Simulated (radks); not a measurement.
The oxygen anion O2-, [Ne], held by a Watson sphere: a shell of charge +2 at radius R that stands for the Madelung well of a crystal (potential energy -2/R inside, -2/r outside, in hartree with lengths in bohr). All-electron calculation, non-relativistic Kohn-Sham, PBE, spin-polarised, spherical densities, point nucleus. Program: a radial shooting solver on a logarithmic mesh with Libxc functionals. Response by self-consistent Sternheimer equations with the Hartree and adiabatic LDA kernel. The sphere does not respond.

\begin{tabular}{lrrrrrrr}
R (bohr) & e(1s) (eV) & e(2s) (eV) & e(2p) (eV) & <r> 2p (bohr) & sum of <r^2> (bohr^2) & X-ray form factor at sin(theta)/lambda = 0.2 1/angstrom & alpha (bohr^3) \\ \hline
2.59 & -507.69 & -19.837 & -5.851 & 1.622 & 25.86 & 5.870 & 26.57 \\
3.09 & -507.17 & -18.571 & -4.660 & 1.721 & 29.51 & 5.765 & 42.59 \\
3.43 & -506.83 & -17.930 & -4.019 & 1.784 & 32.12 & 5.723 & 58.10 \\
3.55 & -506.72 & -17.736 & -3.820 & 1.806 & 33.08 & 5.713 & 64.71 \\
3.77 & -506.52 & -17.419 & -3.489 & 1.845 & 34.89 & 5.698 & 78.71 \\
\end{tabular}
